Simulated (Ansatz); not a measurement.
`NC[SiH2]P`, charge 0, multiplicity 1.

(1) Give a relaxed structure at PBE0-D4/def2-TZVP (Ansatz 0.2.0). (Estimate.)

Results:

(1) Computed: 
Z-matrix (Å, degrees):
```
C
Si 1 1.884
N 1 1.456 2 110.5
H 1 1.096 2 106.6 3 118.3
H 1 1.103 2 108.9 3 -127.5
P 2 2.261 1 108.0 3 57.1
H 2 1.489 1 109.5 3 179.9
H 2 1.486 1 110.7 3 -59.7
H 3 1.012 1 111.4 2 -178.5
H 3 1.012 1 111.3 2 -58.8
H 6 1.419 2 94.2 1 178.4
H 6 1.421 2 94.2 1 84.3
```
This is one stationary point; other conformers may exist.
